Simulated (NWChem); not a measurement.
All runs are NWChem calculations. System: H4Zr, charge 0, spin multiplicity 1, at a geometry optimised with PBE0/def2-SVP with def2 effective core potentials on Zr. The structure started from a generated list of species. Level: EOM-CCSD/def2-SVPD with def2 effective core potentials on Zr, no orbitals frozen.

Job file:

```
start mol
memory heap 100 mb stack 700 mb global 1900 mb
geometry units angstroms nocenter noautoz
  Zr     0.000000     0.000000    -0.000000
  H      1.505796     0.000000    -1.064809
  H     -1.505796     0.000000    -1.064809
  H      0.000000     1.505790     1.064816
  H      0.000000    -1.505790     1.064816
  symmetry group C2v
end
basis spherical
  * library def2-svpd
end
ecp
  Zr library def2-ecp
end
scf
  rhf
  nopen 0
  maxiter 100
  thresh 1e-7
  semidirect memsize 60000000 filesize 0
end
tce
  ccsd
  nroots 1
  2eorb
  2emet 13
  thresh 1e-5
  maxiter 200
  tilesize 24
end
task tce energy
```

Output (cleaned and shortened):

```
             Northwest Computational Chemistry Package (NWChem) 7.3.0
             --------------------------------------------------------

                                NWChem Input Module
                                -------------------

 Scaling coordinates for geometry "geometry" by  1.889725989
 (inverse scale =  0.529177249)

 Turning off AUTOSYM since
 SYMMETRY directive was detected!

                             Geometry "geometry" -> ""
                             -------------------------

 Output coordinates in angstroms (scale by  1.889725989 to convert to a.u.)

  No.       Tag          Charge          X              Y              Z
 ---- ---------------- ---------- -------------- -------------- --------------
    1 Zr                  40.0000     0.00000000     0.00000000     0.00000000
    2 H                    1.0000     1.50579600     0.00000000    -1.06480900
    3 H                    1.0000    -1.50579600     0.00000000    -1.06480900
    4 H                    1.0000     0.00000000     1.50579000     1.06481600
    5 H                    1.0000     0.00000000    -1.50579000     1.06481600

 Effective nuclear repulsion energy (a.u.)      46.9637705641

            Nuclear Dipole moment (a.u.)
            ----------------------------
        X                 Y               Z
 ---------------- ---------------- ----------------
     0.0000000000     0.0000000000     0.0000264562

      Symmetry information
      --------------------

 Group name             C2v
 Group number             16
 Group order               4
 No. of unique centers     3

      Symmetry unique atoms

     1    2    4


 Summary of "ao basis" -> "" (spherical)
 ------------------------------------------------------------------------------
       Tag                 Description            Shells   Functions and Types
 ---------------- ------------------------------  ------  ---------------------
 *                         def2-svpd                  on all atoms

 Summary of "ao basis" -> "ao basis" (spherical)
 ------------------------------------------------------------------------------
       Tag                 Description            Shells   Functions and Types
 ---------------- ------------------------------  ------  ---------------------
 Zr                        def2-svpd                12       34   5s4p2d1f
 H                         def2-svpd                 4        8   2s2p

                                 NWChem SCF Module
                                 -----------------

  ao basis        = "ao basis"
  functions       =    66
  atoms           =     5
  closed shells   =     8
  open shells     =     0
  charge          =   0.00
  wavefunction    = RHF
  use symmetry    = T
  symmetry adapt  = T

 Summary of "ao basis" -> "ao basis" (spherical)
 ------------------------------------------------------------------------------
       Tag                 Description            Shells   Functions and Types
 ---------------- ------------------------------  ------  ---------------------
 Zr                        def2-svpd                12       34   5s4p2d1f
 H                         def2-svpd                 4        8   2s2p

      Symmetry analysis of basis
      --------------------------

        a1         27
        a2          7
        b1         16
        b2         16

 Forming initial guess at       0.0s

      Superposition of Atomic Density Guess
      -------------------------------------

 Sum of atomic energies:         -55.49642762

      Non-variational initial energy
      ------------------------------

 Total energy =     -48.066917
 1-e energy   =    -108.817764
 2-e energy   =      45.923731
 HOMO         =      -0.320362
 LUMO         =      -0.012818

      Symmetry analysis of molecular orbitals - initial
      -------------------------------------------------

  Numbering of irreducible representations:

     1 a1          2 a2          3 b1          4 b2

  Orbital symmetries:

     1 a1          2 a1          3 b1          4 b2          5 a1
     6 b2          7 b1          8 a1          9 a1         10 a2
    11 a1         12 b1         13 b2         14 a1         15 a1
    16 b1         17 b2         18 a1

 Starting SCF solution at       0.2s

 ----------------------------------------------
         Quadratically convergent ROHF

 Convergence threshold     :          1.000E-07
 Maximum no. of iterations :          100
 Final Fock-matrix accuracy:          1.000E-09
 ----------------------------------------------

              iter       energy          gnorm     gmax       time
             ----- ------------------- --------- --------- --------
                 1      -48.6894952861  8.21D-01  2.06D-01      0.2
                 2      -48.7600810948  1.79D-01  7.23D-02      0.2
                 3      -48.7638837211  7.78D-03  2.02D-03      0.3
                 4      -48.7638942684  8.76D-06  3.20D-06      0.3
                 5      -48.7638942684  1.06D-09  4.03D-10      0.3

       Final RHF  results
       ------------------

         Total SCF energy =    -48.763894268421
      One-electron energy =   -109.034996981855
      Two-electron energy =     45.443986495397
 Nuclear repulsion energy =     14.827116218037

        Time for solution =      0.1s

       Symmetry analysis of molecular orbitals - final
       -----------------------------------------------

  Numbering of irreducible representations:

     1 a1          2 a2          3 b1          4 b2

  Orbital symmetries:

     1 a1          2 b2          3 b1          4 a1          5 a1
[...]
   0.0001057825125   0.2071310836540    5.63633     0.2     0.2

 Iteration  19 using   21 trial vectors
   0.1296577831170   0.1847386134068    5.02700     0.2     0.2

 Iteration  20 using   22 trial vectors
   0.0563544955934   0.1758769576857    4.78586     0.2     0.2

 Iteration  21 using   23 trial vectors
   0.0348334295146   0.1733460303806    4.71699     0.2     0.2

 Iteration  22 using   24 trial vectors
   0.0280346687572   0.1716478864263    4.67078     0.2     0.2

 Iteration  23 using   25 trial vectors
   0.0168066225422   0.1708286225445    4.64849     0.2     0.2

 Iteration  24 using   26 trial vectors
   0.0065328870129   0.1704440970789    4.63802     0.2     0.2

 Iteration  25 using   27 trial vectors
   0.0028983163119   0.1705092203589    4.63979     0.2     0.2

 Iteration  26 using   28 trial vectors
   0.0013700708608   0.1704738123847    4.63883     0.2     0.2

 Iteration  27 using   29 trial vectors
   0.0008173158165   0.1704898936416    4.63927     0.2     0.2

 Iteration  28 using   30 trial vectors
   0.0005169873987   0.1704793130841    4.63898     0.2     0.2

 Iteration  29 using   31 trial vectors
   0.0002573043297   0.1704852005116    4.63914     0.2     0.2

 Iteration  30 using   32 trial vectors
   0.0001209385293   0.1704850754193    4.63914     0.2     0.2

 Iteration  31 using   33 trial vectors
   0.0000505759312   0.1704852880701    4.63914     0.2     0.2

 Iteration  32 using   34 trial vectors
   0.0000213168778   0.1704856038988    4.63915     0.2     0.2

 Iteration  33 using   35 trial vectors
   0.0000104253498   0.1704853777817    4.63915     0.2     0.2

 Iteration  34 using   36 trial vectors
   0.0000053343610   0.1704854273555    4.63915     0.2     0.2
 --------------------------------------------------------------
 Iterations converged
 ------------------

 Excited state root  1
 Excitation energy / hartree =        0.170485427355482
                   / eV      =        4.639146493047809
 largest EOMCCSD amplitudes: R1 and R2

 Singles contributions
    13a1  (alpha) ---     8a1  (alpha)        0.8619046380
    26a1  (alpha) ---     8a1  (alpha)        0.1497948942
    10b1  (alpha) ---     7b1  (alpha)       -0.1762118781
     9b2  (alpha) ---     6b2  (alpha)        0.1762045807

 Doubles contributions

 =========================================
 Excited-state calculation ( a2  symmetry)
 =========================================
 Dim. of EOMCC iter. space      500

 EOMCCSD SOLVER TYPE  1
  maxdiff =   0.46674125157163415

 No. of initial right vectors    2

 EOM-CCSD right-hand side iterations
 --------------------------------------------------------------
      Residuum       Omega / hartree  Omega / eV    Cpu    Wall
 --------------------------------------------------------------

 Iteration   1 using    2 trial vectors
   0.4201074882483   0.3138288095606    8.53972     0.4     0.4

 Iteration   2 using    3 trial vectors
   0.1403873534948   0.2241284276625    6.09885     0.2     0.2

 Iteration   3 using    4 trial vectors
   0.0885245905211   0.2060378014099    5.60658     0.2     0.2

 Iteration   4 using    5 trial vectors
   0.0555062649594   0.1968916990739    5.35770     0.2     0.2

 Iteration   5 using    6 trial vectors
   0.0737339012614   0.1892597770872    5.15002     0.2     0.2

 Iteration   6 using    7 trial vectors
   0.1159226022832   0.1679939864435    4.57135     0.2     0.2

 Iteration   7 using    8 trial vectors
   0.0426521255307   0.1590909063520    4.32909     0.2     0.2

 Iteration   8 using    9 trial vectors
   0.0154040526292   0.1585189779806    4.31352     0.2     0.2

 Iteration   9 using   10 trial vectors
   0.0057682387360   0.1582560272716    4.30637     0.2     0.2

 Iteration  10 using   11 trial vectors
   0.0019149499229   0.1581789106203    4.30427     0.2     0.2

 Iteration  11 using   12 trial vectors
   0.0006390969456   0.1581817403243    4.30435     0.2     0.2

 Iteration  12 using   13 trial vectors
   0.0002089109470   0.1581683817339    4.30398     0.2     0.2

 Iteration  13 using   14 trial vectors
   0.0000698488577   0.1581699827569    4.30403     0.2     0.2

 Iteration  14 using   15 trial vectors
   0.0000250991894   0.1581703906190    4.30404     0.2     0.2

 Iteration  15 using   16 trial vectors
   0.0000085016232   0.1581702509160    4.30403     0.2     0.2
 --------------------------------------------------------------
 Iterations converged
 ------------------

 Excited state root  1
 Excitation energy / hartree =        0.158170250915998
                   / eV      =        4.304033348911619
 largest EOMCCSD amplitudes: R1 and R2

 Singles contributions
    12a2  (alpha) ---     8a1  (alpha)        0.8708226919
    25a2  (alpha) ---     8a1  (alpha)        0.1456516331
    10b1  (alpha) ---     6b2  (alpha)       -0.1742921857
     9b2  (alpha) ---     7b1  (alpha)        0.1742914781

 Doubles contributions

 =========================================
 Excited-state calculation ( b1  symmetry)
 =========================================
 Dim. of EOMCC iter. space      500

 EOMCCSD SOLVER TYPE  1
  maxdiff =   0.46673797660069977

 No. of initial right vectors    2

 EOM-CCSD right-hand side iterations
 --------------------------------------------------------------
      Residuum       Omega / hartree  Omega / eV    Cpu    Wall
 --------------------------------------------------------------

 Iteration   1 using    2 trial vectors
   0.4271893252651   0.3138258698325    8.53964     0.4     0.4

 Iteration   2 using    3 trial vectors
   0.1414753999676   0.2244950163531    6.10882     0.2     0.2

 Iteration   3 using    4 trial vectors
   0.0890109034602   0.2060886248910    5.60796     0.2     0.2

 Iteration   4 using    5 trial vectors
   0.0557410775786   0.1969387195511    5.35898     0.2     0.2

 Iteration   5 using    6 trial vectors
   0.0739752055186   0.1893038958734    5.15122     0.2     0.2

 Iteration   6 using    7 trial vectors
   0.1168403495918   0.1680810136632    4.57372     0.2     0.2

 Iteration   7 using    8 trial vectors
   0.0431026138369   0.1590876190452    4.32900     0.2     0.2

 Iteration   8 using    9 trial vectors
   0.0154784290392   0.1585430738457    4.31418     0.2     0.2

 Iteration   9 using   10 trial vectors
   0.0058251477653   0.1582549097677    4.30634     0.2     0.2

 Iteration  10 using   11 trial vectors
   0.0019376436789   0.1581810158428    4.30433     0.2     0.2

 Iteration  11 using   12 trial vectors
   0.0006473932635   0.1581850844638    4.30444     0.2     0.2

 Iteration  12 using   13 trial vectors
   0.0002114547384   0.1581706009538    4.30404     0.2     0.2

 Iteration  13 using   14 trial vectors
   0.0000702745628   0.1581725278886    4.30410     0.2     0.2

 Iteration  14 using   15 trial vectors
   0.0000252039614   0.1581728510712    4.30410     0.2     0.2

 Iteration  15 using   16 trial vectors
   0.0000086155657   0.1581727081075    4.30410     0.2     0.2
 --------------------------------------------------------------
 Iterations converged
 ------------------

 Excited state root  1
 Excitation energy / hartree =        0.158172708107478
                   / eV      =        4.304100212522274
 largest EOMCCSD amplitudes: R1 and R2

 Singles contributions
    11a1  (alpha) ---     7b1  (alpha)        0.1741539892
    13a1  (alpha) ---     7b1  (alpha)       -0.7534390974
    26a1  (alpha) ---     7b1  (alpha)       -0.1260190053
    12a2  (alpha) ---     6b2  (alpha)       -0.4349820697
    10b1  (alpha) ---     8a1  (alpha)        0.1741456282

 Doubles contributions

 =========================================
 Excited-state calculation ( b2  symmetry)
 =========================================
 Dim. of EOMCC iter. space      500

 EOMCCSD SOLVER TYPE  1
  maxdiff =   0.46673775820913666

 No. of initial right vectors    2

 EOM-CCSD right-hand side iterations
 --------------------------------------------------------------
      Residuum       Omega / hartree  Omega / eV    Cpu    Wall
 --------------------------------------------------------------

 Iteration   1 using    2 trial vectors
   0.4271892847465   0.3138262490583    8.53965     0.4     0.4

 Iteration   2 using    3 trial vectors
   0.1414753185442   0.2244953946006    6.10883     0.2     0.2

 Iteration   3 using    4 trial vectors
   0.0890108495144   0.2060890343925    5.60797     0.2     0.2

 Iteration   4 using    5 trial vectors
   0.0557413465097   0.1969390906712    5.35899     0.2     0.2

 Iteration   5 using    6 trial vectors
   0.0739759926691   0.1893041689943    5.15123     0.2     0.2

 Iteration   6 using    7 trial vectors
   0.1168405507028   0.1680808880873    4.57372     0.2     0.2

 Iteration   7 using    8 trial vectors
   0.0431025008072   0.1590875987636    4.32900     0.2     0.2

 Iteration   8 using    9 trial vectors
   0.0154783841896   0.1585430110891    4.31418     0.2     0.2

 Iteration   9 using   10 trial vectors
   0.0058251479894   0.1582548666924    4.30634     0.2     0.2

 Iteration  10 using   11 trial vectors
   0.0019376461859   0.1581809674875    4.30432     0.2     0.2

 Iteration  11 using   12 trial vectors
   0.0006473932797   0.1581850367751    4.30444     0.2     0.2

 Iteration  12 using   13 trial vectors
   0.0002114540018   0.1581705535388    4.30404     0.2     0.2

 Iteration  13 using   14 trial vectors
   0.0000702706923   0.1581724802391    4.30409     0.2     0.2

 Iteration  14 using   15 trial vectors
   0.0000251936286   0.1581728034936    4.30410     0.2     0.2

 Iteration  15 using   16 trial vectors
   0.0000085907534   0.1581726606552    4.30410     0.2     0.2
 --------------------------------------------------------------
 Iterations converged
 ------------------

 Excited state root  1
 Excitation energy / hartree =        0.158172660655206
                   / eV      =        4.304098921279696
 largest EOMCCSD amplitudes: R1 and R2

 Singles contributions
    11a1  (alpha) ---     6b2  (alpha)        0.1741496440
    13a1  (alpha) ---     6b2  (alpha)        0.7534332358
    26a1  (alpha) ---     6b2  (alpha)        0.1260180486
    12a2  (alpha) ---     7b1  (alpha)        0.4349938067
     9b2  (alpha) ---     8a1  (alpha)        0.1741469570

 Doubles contributions

 Task  times  cpu:       19.6s     wall:       19.6s

 Total times  cpu:       19.6s     wall:       19.6s
```
